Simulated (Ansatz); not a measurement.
One change: `C[SiH]1C=N1` becomes `CO[SiH]1C=N1`.

Ansatz, PBE0-D4/def2-TZVP geometries, multiplicity 1. Each molecule was computed in one conformer, which needn't be the lowest.

```
                                          property  `C[SiH]1C=N1`
               HOMO–LUMO gap (PBE/def2-TZVPP) / eV           3.43
size of the dipole moment (ωB97M-V/def2-TZVPP) / D           2.42
                HOMO energy (PBE0/def2-TZVPP) / eV          -6.43
    size of the dipole moment (PBE/def2-TZVPP) / D           2.15
             HOMO energy (ωB97M-V/def2-TZVPP) / eV          -8.62
                 HOMO energy (PBE/def2-TZVPP) / eV          -5.25
```

What does the change do to each property? (Estimate.)

Ansatz gave: 
```
                                          property  `CO[SiH]1C=N1`  shift
               HOMO–LUMO gap (PBE/def2-TZVPP) / eV            3.27  -0.16
size of the dipole moment (ωB97M-V/def2-TZVPP) / D            2.61   0.19
                HOMO energy (PBE0/def2-TZVPP) / eV           -6.44  -0.01
    size of the dipole moment (PBE/def2-TZVPP) / D            2.30   0.15
             HOMO energy (ωB97M-V/def2-TZVPP) / eV           -8.65  -0.03
                 HOMO energy (PBE/def2-TZVPP) / eV           -5.19   0.06
```

Dipoles are sizes alone; their direction can turn.
